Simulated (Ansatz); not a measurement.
Reaction (redistribution): `CB[SiH2]C` + `S[B]1[O][AlH]1` → `CB[SiH2]S` + `C[B]1[O][AlH]1`

Gas-phase electronic energies from Ansatz, PBE0-D4/def2-TZVP geometries. CCSD(T)/CBS adds triple-zeta CCSD(T) − MP2 to the extrapolated MP2 energy (def2 sets, frozen cores). DFT in def2-TZVPP. B3LYP here is the variant with VWN-RPA as its local correlation; programs differ in this. Each species was taken in one conformer, which may not be the lowest.

`CB[SiH2]C`:

Cartesian coordinates in Å:
```
C -0.386 -1.002 -1.682
B 0.882 -0.529 -0.921
Si 0.863 0.486 0.824
C -0.847 0.818 1.529
H -0.249 -1.914 -2.270
H -1.306 -1.065 -1.100
H -0.544 -0.202 -2.427
H 1.953 -0.730 -1.430
H 1.585 1.782 0.640
H 1.663 -0.298 1.816
H -1.382 -0.119 1.708
H -0.788 1.357 2.476
H -1.445 1.416 0.837
```

`S[B]1[O][AlH]1`:

Cartesian coordinates in Å:
```
S -0.079 0.667 2.133
B 0.086 0.231 0.402
O 0.891 0.734 -0.550
Al -0.032 -0.533 -1.420
H -1.035 -0.238 2.388
H 0.170 -0.861 -2.951
```

`CB[SiH2]S`:

```xyz
11

C    -0.502   -1.698   -0.351
B    -0.962   -0.359    0.273
Si    0.161    1.314    0.326
S     2.026    0.919   -0.665
H    -1.312   -2.335   -0.711
H    -0.066   -2.235    0.511
H     0.292   -1.633   -1.097
H    -2.028   -0.305    0.825
H     0.406    1.750    1.731
H    -0.556    2.435   -0.350
H     2.539    2.148   -0.491
```

`C[B]1[O][AlH]1`:

Cartesian coordinates in Å:
```
C -0.578 0.314 1.266
B 0.034 -0.043 -0.112
O -0.254 -0.912 -1.077
Al 1.211 -0.074 -1.746
H -1.455 -0.302 1.488
H -0.867 1.368 1.292
H 0.164 0.177 2.058
H 1.745 -0.527 -3.168
```

| level | ΔE (kJ/mol) |
| --- | --- |
| PBE-D4 | -2.6 |
| PBE0-D4 | -3.8 |
| ωB97M-V | -3.9 |
| B2PLYP | -2.0 |
| PBE | -2.4 |
| B3LYP | -3.6 |
| CCSD/def2-TZVPP | -2.1 |
| HF/def2-QZVPP | -8.1 |

Task: What does CCSD(T)/CBS give? (An estimate is asked.)

Result: Computed: -4.1 kJ/mol. The listed levels differ from it by 1.5, 0.3, 0.2, 2.1, 1.7, 0.5, 2.0, -4.0 kJ/mol.

Largest T1 diagnostic among the species: 0.016.

In def2-TZVPP, CCSD(T) changes the Hartree–Fock value by +6.8 kJ/mol (the triples alone add +1.1 kJ/mol) and MP2 by +8.6 kJ/mol.
